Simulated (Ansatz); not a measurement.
Consider the cleavage of the Si–Al bond: `[OH][AlH][SiH2]O` + `N[SiH2]N` → `N[SiH2]N[SiH2]O` + `[OH][AlH2]`.

Gas-phase electronic energies from Ansatz, PBE0-D4/def2-TZVP geometries. CCSD(T)/CBS is the MP2 limit (def2-TZVPP, def2-QZVPP) plus CCSD(T) − MP2 in def2-TZVPP, frozen cores. This one scheme is used for every species. DFT in def2-TZVPP. Each species was taken in one conformer, which may not be the lowest.

`[OH][AlH][SiH2]O`:

Cartesian coordinates in Å:
```
O 1.249 1.725 -1.133
Al 1.350 0.106 -0.620
Si -0.528 -0.821 0.693
O -1.825 0.221 0.758
H 0.523 2.297 -0.887
H 2.666 -0.662 -1.053
H -0.960 -2.157 0.172
H -0.138 -1.032 2.115
H -2.338 0.324 -0.044
```

`N[SiH2]N`:

Z-matrix (Å, degrees):
```
Si
N 1 1.711
N 1 1.711 2 108.5
H 1 1.493 2 103.5 3 -125.0
H 1 1.493 2 117.1 3 116.6
H 2 1.006 1 120.5 3 150.7
H 2 1.007 1 121.6 3 -58.1
H 3 1.006 1 120.5 2 150.7
H 3 1.007 1 121.6 2 -58.1
```

`N[SiH2]N[SiH2]O`:

Z-matrix (Å, degrees):
```
Si
N 1 1.724
N 1 1.713 2 109.9
H 1 1.489 2 104.3 3 -125.1
H 1 1.488 2 114.1 3 116.1
Si 2 1.718 1 129.9 3 135.9
H 2 1.013 1 114.4 3 -46.4
H 3 1.006 1 120.1 2 145.4
H 3 1.007 1 122.3 2 -63.7
O 6 1.648 2 114.0 1 -112.3
H 6 1.480 2 110.8 1 132.0
H 6 1.485 2 106.1 1 10.2
H 10 0.958 6 117.3 2 62.3
```

`[OH][AlH2]`:

```xyz
5

O     0.075    1.143   -0.410
Al    0.060   -0.378    0.339
H    -0.259    1.298   -1.292
H    -0.531   -1.629   -0.434
H     0.656   -0.434    1.798
```

Question: Is it downhill or uphill in electronic energy at CCSD(T)/CBS, and by how much? (Best estimate.)

Answer: Ansatz gave: Downhill: ΔE = -21.7 kcal/mol.

Question: What do these levels give: ωB97X-V, ωB97M-V, r2SCAN, PBE0, SCS-MP2/def2-TZVPP, CCSD(T)/def2-TZVPP? (An estimate is asked.)

Answer: The calculation gave: ωB97X-V -21.1, ωB97M-V -22.9, r2SCAN -19.9, PBE0 -17.5, SCS-MP2/def2-TZVPP -24.0, CCSD(T)/def2-TZVPP -22.0 kcal/mol.

Largest T1 diagnostic among the species: 0.013.

The D4 term adds −1.3 kcal/mol with B3LYP and −0.7 kcal/mol with PBE0; it sums over pairs of atoms, weighted by their polarisabilities, and B3LYP, whose exchange is more repulsive, gets the larger term. From PBE to PBE0 (25 % exact exchange), in def2-TZVPP and without D4, ΔE moves by −2.0 kcal/mol.

B3LYP here is the variant with VWN-RPA as its local correlation; programs differ in this.
